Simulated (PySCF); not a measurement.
Ga(Me)2(OiPr), C₅H₁₃GaO, SMILES CC(C)[O][Ga]([CH3])[CH3] at its GFN2-xTB optimised geometry (Å):

```
20

Ga     0.6292     0.4458     0.0000
C     -0.7367     1.9820     0.0000
H     -1.2953     1.9916    -0.9382
H     -0.2427     2.9455     0.1182
H     -1.4491     1.8477     0.8164
C      2.6669     0.4458     0.0000
H      3.0275    -0.2142     0.7900
H      3.0647     1.4487     0.1577
H      3.0369     0.0658    -0.9535
O      0.1075    -1.2142     0.0335
C     -0.9156    -2.1690    -0.0705
C     -0.8868    -2.8124    -1.4563
C     -2.2819    -1.5435     0.2056
H     -0.7186    -2.9455     0.6856
H     -1.0831    -2.0536    -2.2127
H     -1.6372    -3.5957    -1.5285
H      0.0953    -3.2400    -1.6426
H     -2.2775    -1.0796     1.1912
H     -2.4812    -0.7755    -0.5419
H     -3.0647    -2.2972     0.1679
```

Computed with CAM-B3LYP/def2-SVP (PySCF). Cells within 0.4 Å of a nucleus heavier than hydrogen are left out (blank, or x).

Map of the electrostatic potential (hartree/e), clipped to [-0.08, 0.12] on the plane z = 0.0 Å:

```
|4444443333344444444444444444444|
|4444433333334444444444444444444|
|4444333333334444444444444444444|
|4443333333333444444444444444444|
|4443333333334455444444444444443|
|4443333333334588644444444444433|
|4443333333335999954444444444433|
|4443333333459999954444444444333|
|4444333333599999844444444444333|
|4444333334799x99755444577544333|
|444433333479xxx9988645999843333|
|4444433344699999999967999943333|
|4444333334469999999999999843333|
|4433333344445999xx9999xx9843333|
|4333334444445999xx9999xx9843333|
|3333334455445899999999999633333|
|3333344698654599999989998433333|
|3333345999975799999644554333333|
|433334799999999xx94223333333333|
|43334599xx99999xx91012233333333|
|444447999x99xx99930012233333333|
|444459999999xx99510112233333333|
|4444599999999999421122333333333|
|4444569976899996422222333333333|
|4444455555568874333333333333333|
|4444444444455544333333333333333|
|4444444444444443333333333333333|
|4444444444444443333333333333333|
|4444444444444333333333333333333|
|4444444444444333333333333333333|
|4444444444444333333333333333333|
```
Scale: ten equal steps from -0.080 (start of '0') to 0.120 (end of '9'), in the order '0123456789'; x runs from -5.50 to 5.50, y from -5.50 (bottom) to 5.50 (top).
